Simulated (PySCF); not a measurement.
C₃H₇NSi₂, SMILES [SiH3]C1C=N[SiH2]C=1. Atoms are numbered in the order given.

```xyz
13

Si    -0.0927    -2.4427     0.0000
C     -0.0319    -0.5589     0.0000
C     -1.1236     0.2440     0.0000
Si    -0.4483     2.0004     0.0000
N      1.2550     1.5006     0.0000
C      1.2587     0.2236     0.0000
H     -0.8097    -2.9381    -1.2134
H      1.2994    -2.9853     0.0000
H     -0.8097    -2.9381     1.2134
H     -2.1461    -0.1435     0.0000
H     -0.7880     2.7882     1.2193
H     -0.7880     2.7882    -1.2193
H      2.2121    -0.3353     0.0000
```

Coordinates come from a PBE0-D3(BJ)/def2-SVP optimisation. A frequency run showed that this geometry is not a minimum. The structure was generated by enumeration, and PubChem lists no compound with its InChIKey, so it may never have been made.

These are PBE/pcSseg-1 run with PySCF values and carry that method's errors.

GIAO shieldings, no solvent; atoms alike by connectivity are averaged. δ = σ(ref) − σ: ²⁹Si against TMS (σ = 335.4 ppm); ¹³C against TMS (σ = 182.0 ppm); ¹⁵N against NH3 (σ = 267.0 ppm); ¹H against TMS (σ = 31.49 ppm), references at their B3LYP-D3(BJ)/def2-TZVP geometries, non-relativistic.

Q: Estimate the chemical shifts. (The exact figures need the calculation; the answer reports its results.)

A: 
```json
[
 {"nucleus": "²⁹Si", "atoms": "Si4", "count": "1", "δ (ppm)": "-6.5"},
 {"nucleus": "²⁹Si", "atoms": "Si1", "count": "1", "δ (ppm)": "-84.3"},
 {"nucleus": "¹³C", "atoms": "C6", "count": "1", "δ (ppm)": "186.4"},
 {"nucleus": "¹³C", "atoms": "C3", "count": "1", "δ (ppm)": "169.7"},
 {"nucleus": "¹³C", "atoms": "C2", "count": "1", "δ (ppm)": "161.0"},
 {"nucleus": "¹⁵N", "atoms": "N5", "count": "1", "δ (ppm)": "370.7"},
 {"nucleus": "¹H", "atoms": "H13", "count": "1", "δ (ppm)": "9.18"},
 {"nucleus": "¹H", "atoms": "H10", "count": "1", "δ (ppm)": "7.99"},
 {"nucleus": "¹H", "atoms": "H11, H12", "count": "2", "δ (ppm)": "5.56"},
 {"nucleus": "¹H", "atoms": "H7, H8, H9", "count": "3", "δ (ppm)": "4.74"}
]
```
